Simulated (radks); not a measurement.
Numerical settings for neutral hydrogen, 1s1. Calculated with a radial shooting solver on a logarithmic mesh with Libxc functionals: non-relativistic Kohn-Sham, PBE, spin-polarised, spherical densities, point nucleus; open shells are filled with parallel spins first. The defaults (mesh step 0.008 in ln r, mesh end at 40 bohr or more with all orbitals vanishing there, Anderson mixing 0.5 over 9 steps, residual threshold near 1e-9 with the energy settled to 1e-9 hartree or 1e-11 of itself, here a cap of 96 iterations) give E = -0.5000 hartree and 1s at -7.594 eV in 14 iterations. Run on one thread of a shared host, so times are rough (Intel(R) Xeon(R) Platinum 8559C): 0.03 s of CPU time, 0.03 s wall, 14 iterations on 2476 mesh points. Changes against that run (0 stands for a change within the tolerance of the run):

| setting | iterations | converged | E (mhartree) | e(1s) (meV) | CPU (s) |
|---|---|---|---|---|---|
| mesh step in ln r 0.005 | 17 | yes | 0 | 0 | 0.06 |
| mesh step in ln r 0.02 | 12 | yes | 0 | 0 | 0.01 |
| mesh step in ln r 0.05 | 12 | yes | 0 | 0 | 0.01 |
| mesh end (bohr) 20 | 15 | yes | 0 | 0 | 0.03 |
| mesh end (bohr) 1 | 12 | level above zero | +2.91e+03 | +9.17e+04 | 0.02 |
| residual threshold 1e-16 | 96 | no | 0 | 0 | 0.19 |
| residual threshold 1e-13 | 96 | no | 0 | 0 | 0.19 |
| mixing 1.5 | 15 | yes | 0 | 0 | 0.03 |
| linear mixing, mixing 0.5 | 96 | no | 0 | 0 | 0.14 |
| linear mixing, mixing 0.05 | 96 | no | 0 | -42.3 | 0.16 |
| mixing history 2 | 96 | no | 0 | 0 | 0.15 |
| iteration cap 3 | 3 | no | +0.00164 | +8.35 | 0.01 |

Settled on a wrong energy, with an occupied level pushed above zero by the early mesh end: mesh end (bohr) 1 (+2.91 hartree). Apart from these: no run marked as converged misses the energy by more than 1 mhartree. A mesh that ends early acts as a hard wall.
